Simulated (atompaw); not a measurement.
# What one change does to a pseudopotential (aluminium, PAW (atompaw))

atompaw 4.2.0.5 input, output lines left out:

```
Al 13
GGA-PBESOL loggrid 1500 logderivrange -3 5 201
3 3 0 0 0 0
3 1 1
0 0 0
c
c
v
c
v
1
2.30 1.80 1.75 1.30
y
-0.25
n
y
0.9
n
custom rrkj vanderbiltortho sinc
2 0.5 vpsmatchnc
2.30
2.20
2.30
2.30
```

Change: all radii scaled by about 1.27 (s 2.92, p 2.92 bohr); local potential vpsmatchnc scheme with l = 2 at 0.5 Ry, radius 2.22 bohr; augmentation sinc compensation charge, radius 2.28 bohr; PAW radius 2.92 bohr; waves and projectors: custom rrkj vanderbiltortho; core correction smooth core density matched at 1.66 bohr.

Cutoffs: the cutoffs (Ry, on a coarse ladder) from which the occupation-weighted sum of valence levels, in a spherical-Bessel basis at the reference potential, stays within 10 and 1 mRy of its value at 400 Ry; they do not see the model core or the augmentation charge, which bear on the density cutoff.

What does the change do?

Both files are very soft, the changed one slightly softer (loose and tight cutoff 6 and 8 Ry → 6 and 6 Ry on this coarse ladder); the bound ghost in s disappears.

```csv
quantity,base,changed
"cutoff, loose",6 Ry,6 Ry
"cutoff, tight",8 Ry,6 Ry
bound ghosts,s,none
lowest overlap eigenvalue by channel,"s 0.22, p 0.67","s 0.17, p 0.59"
```

 A true bound ghost makes a file unfit for plane-wave use even where its test errors are small: the radial tests pick states by their node count and pass the ghost by. The cutoffs see the waves, projectors and local potential, not the compensation charge or the core.
